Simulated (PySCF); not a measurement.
**S (sulfur, neutral): UHF calculation**

Configuration: [Ne] 3s2 3p3 3d1, high-spin 5D determinant (an excited configuration). Calculation: PySCF 2.14, in aug-cc-pwCVQZ (10s9p7d5f3g, 134 functions); no relativity, point nucleus.

```
Total energy                                                  : -397.213064 hartree
One-electron energy                                           : -546.9454 hartree
Hartree (Coulomb) energy                                      : 174.6856 hartree
Exchange energy                                               : -24.9533 hartree
Kinetic energy                                                : 397.28987 hartree
⟨S²⟩                                                          : 6.0007
⟨L²⟩                                                          : 6.029
Sum of ⟨r⟩                                                    : 16.80 bohr
Sum of ⟨r²⟩                                                   : 38.91 bohr²
Traceless quadrupole moment −½Σ⟨3z² − r²⟩ along its main axis : 4.89 e·bohr²
Density at the nucleus (Gaussians lack the cusp)              : 2640 bohr⁻³
Spin density at the nucleus                                   : -0.198 bohr⁻³
Langevin diamagnetic susceptibility                           : -30.8 ×10⁻⁶ cm³/mol
```

```tsv
shell	electrons	mean orbital energy (hartree)	spread (hartree)	rms radius, mean of both spins (bohr)
1s α	1	-92.18843	0	0.113
1s β	1	-92.15823	0	0.113
2s α	1	-9.17415	0	0.518
2s β	1	-9.14381	0	0.518
2p α	3	-6.86458	0.00149	0.492
2p β	3	-6.80764	0.00203	0.492
3s α	1	-1.14241	0	1.81
3s β	1	-0.79401	0	1.81
3p α	3	-0.60563	0.00780	2.11
3d α	1	-0.04617	0	4.13
```

The outer electron is Rydberg-like, and this basis confines it to a smaller radius and binds it less than a complete one would.

Spin-orbit constants ζ (cm⁻¹) from the X2C one-electron operator on these orbitals (non-relativistic here): bare nucleus, nucleus screened by l(l+1)(2l+1)/3 electrons, and screened by the Breit-Pauli mean field of the electrons.

```json
{"shell": "2p", "bare": "7405", "screened nucleus": "6480", "mean field": "6059"}
{"shell": "3p", "bare": "498.2", "screened nucleus": "435.9", "mean field": "401.3"}
{"shell": "3d", "bare": "9.080", "screened nucleus": "3.405", "mean field": "1.859"}
```

To first order the Landé constant is A = 0.4647 cm⁻¹, so the lowest level has J = 0 and lies 0.000346 eV below the centre of the term. This holds in LS coupling only.
